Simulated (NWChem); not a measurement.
Molecule: C₂H₂ClFSi; SMILES F[Si@@H](C#C)Cl

Question: Give the equilibrium geometry at PBE0/def2-SVP (NWChem) as an XYZ file, with the point group.

Answer: point group C1; any orientation.
```
7

C      0.8220    -2.6410    -0.2319
C      0.3201    -1.5599     0.0099
Si    -0.4302     0.0448     0.4151
F     -1.7941     0.2085    -0.4328
Cl     0.8417     1.5511    -0.1352
H      1.2671    -3.5967    -0.4499
H     -0.7565     0.1653     1.8504
```
